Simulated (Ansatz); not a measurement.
Problem. Name a neutral molecule of Cl, N, V and H with HOMO–LUMO gap (PBE/def2-TZVPP) between 2.90 and 3.20 eV and ideal-gas entropy at 298 K and 1 bar (rigid rotor, harmonic PBE0-D4/def2-TZVP) between 349 and 365 J/(mol·K) (Ansatz, PBE0-D4/def2-TZVP geometry).

Solution. `[NH]=[V]([NH2])([Cl])[Cl]` (3.14 eV, 359 J/(mol·K)). Other molecules can fit too; these were computed, each in one conformer that needn't be the lowest.
